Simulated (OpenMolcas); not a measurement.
## Ne3+: Slater's ratio, worked from levels

```yaml
Program: OpenMolcas 26.06
Basis: ANO-RCC-VQZP [5s4p3d2f1g]
Scalar_Hamiltonian: DKH2, point nucleus
Active_space: 5 electrons in 9 orbitals (RAS2 2s 2p; RAS3 3d, at most 2 electrons)
State_averaging: 2S+1 = 4 odd, 1 root; 2S+1 = 2 odd, 8 roots; 2S+1 = 4 even, 3 roots; 2S+1 = 2 even, 6 roots
Spin-orbit_coupling: state interaction with AMFI integrals over the reference wave functions, term energies averaged over their components
```

Methods: RASSCF; SS-RASPT2, IPEA 0.25 Eh, imaginary shift 0.1 Eh (closed shells correlated: 1s).

**Slater's ratio.** With one set of orbitals, p3 has 2D* - 4S* = 9 F2 and 2P* - 2D* = 6 F2 (F2 = F²/25), a ratio of 2/3. Term energies are centres of gravity, weighted by 2J + 1.

| Source | 2D* - 4S* | 2P* - 4S* | F2 from the first | Ratio |
| --- | --- | --- | --- | --- |
| RASSCF | 44224 | 66233 | 4914 | 0.498 |
| SS-RASPT2 | 41710 | 63014 | 4634 | 0.511 |

Energies in cm-1. A ratio away from 2/3 shows effects beyond one configuration with one set of orbitals, and in heavier atoms second-order spin-orbit shifts.

Active for correlation alone: 3d; no level in the range computed is led by a configuration that fills it, so any true level of that kind is missing. Levels of configurations outside the active space are missing.

* marks odd parity.
